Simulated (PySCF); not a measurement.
## Electron correlation in Ga (gallium, neutral)

Starting occupation: [Ar] 3d10 4s2 5s1, 5s1/2 with m_j = +1/2. Calculation: PySCF 2.14, in x2c-TZVPall-2c with one added diffuse shell each of s, p, d type (7s8p5d1f, 63 functions); X2C-1e with screened-nucleus spin-orbit coupling, Gaussian nucleus. Frozen: [Ne]; 21 electrons correlated.

MP2 pair energies summed by pair of shells (mhartree):

```json
{"pair": "3d3/2-3d5/2", "energy": "-65.83", "share (%)": "18.8"}
{"pair": "3d5/2-3d5/2", "energy": "-45.04", "share (%)": "12.8"}
{"pair": "3d5/2-3p3/2", "energy": "-37.66", "share (%)": "10.7"}
{"pair": "4s1/2-4s1/2", "energy": "-26.13", "share (%)": "7.4"}
{"pair": "3d3/2-3p3/2", "energy": "-25.53", "share (%)": "7.3"}
{"pair": "3d5/2-3p1/2", "energy": "-19.18", "share (%)": "5.5"}
{"pair": "3d3/2-3d3/2", "energy": "-18.38", "share (%)": "5.2"}
{"pair": "3d5/2-4s1/2", "energy": "-14.31", "share (%)": "4.1"}
{"pair": "3p1/2-3p3/2", "energy": "-14.29", "share (%)": "4.1"}
{"pair": "3p3/2-3p3/2", "energy": "-12.72", "share (%)": "3.6"}
{"pair": "3d5/2-3s1/2", "energy": "-12.60", "share (%)": "3.6"}
{"pair": "3d3/2-3p1/2", "energy": "-11.94", "share (%)": "3.4"}
{"pair": "3d3/2-4s1/2", "energy": "-9.37", "share (%)": "2.7"}
{"pair": "3p3/2-3s1/2", "energy": "-8.68", "share (%)": "2.5"}
{"pair": "3d3/2-3s1/2", "energy": "-8.32", "share (%)": "2.4"}
{"pair": "4s1/2-5s1/2", "energy": "-6.18", "share (%)": "1.8"}
{"pair": "3p1/2-3s1/2", "energy": "-4.35", "share (%)": "1.2"}
{"pair": "3p1/2-3p1/2", "energy": "-2.79", "share (%)": "0.8"}
{"pair": "3p3/2-4s1/2", "energy": "-2.74", "share (%)": "0.8"}
{"pair": "3s1/2-3s1/2", "energy": "-1.69", "share (%)": "0.5"}
{"pair": "3p1/2-4s1/2", "energy": "-1.28", "share (%)": "0.4"}
{"pair": "3d5/2-5s1/2", "energy": "-0.74", "share (%)": "0.2"}
{"pair": "3s1/2-4s1/2", "energy": "-0.56", "share (%)": "0.2"}
{"pair": "3d3/2-5s1/2", "energy": "-0.48", "share (%)": "0.1"}
{"pair": "3p3/2-5s1/2", "energy": "-0.12", "share (%)": "0.0"}
{"pair": "3p1/2-5s1/2", "energy": "-0.06", "share (%)": "0.0"}
{"pair": "3s1/2-5s1/2", "energy": "-0.02", "share (%)": "0.0"}
```

Total MP2 correlation energy: -350.98 mhartree.

This basis was not built for core-valence correlation, so the inner-shell part is incomplete.
